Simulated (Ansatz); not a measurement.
Basis-set extrapolation for `C=[C]1[Al]([CH3])[SiH]1F` (PBE0-D4/def2-TZVP geometry, frozen core, the Gaussian-basis code of Ansatz). Multiplicity 1, RHF reference.

|  | def2-TZVPP | def2-QZVPP |
| --- | --- | --- |
| HF | -747.477992 | -747.503662 |
| MP2 correlation | -0.935162 | -1.005328 |
| CCSD(T) correlation | -1.020652 | not run |

Energies in hartree. Use E(X) = E(∞) + A·exp(−7.88·√X) for Hartree–Fock and E(X) = E(∞) + B·X^(−2.97) for correlation, with X = 3 and 4, and add CCSD(T) minus MP2 of the smaller set to the MP2 limit.

Question: What is the CCSD(T) energy at the basis-set limit?

Answer: HF limit: -747.503662 + (-0.025670) × 0.13774 = -747.50720. MP2 limit: -1.005328 + (-0.070166) × 0.74074 = -1.05730. Higher-order term: -1.020652 − (-0.935162) = -0.08549. Total: -748.64999 hartree, 397.4 kJ/mol below CCSD(T)/def2-TZVPP.
